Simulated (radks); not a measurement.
Results of a calculation; reference values are marked as such.
Er LVII, 12 electrons, occupied as [Ne] 3s2. Level of theory: scalar-relativistic Kohn-Sham, B86b exchange with PBE correlation, spin-polarised, spherical densities, finite nucleus; Fermi nuclear charge, rms radius 5.2516 fm (a radial shooting solver on a logarithmic mesh with Libxc functionals). Some entries of the table are withheld. Estimate them.

orbital,occ.,eigenvalue (eV),<1/r> (bohr^-1)
1s,2,(1),77.58
2s,2,-13835.69,18.34
2p,6,-12764.47,16.91
3s,2,(2),(3)

Answer. 
(1) 1s eigenvalue (eV): -61806.38
(2) 3s eigenvalue (eV): -5665.140
(3) 3s <1/r> (bohr^-1): 7.508
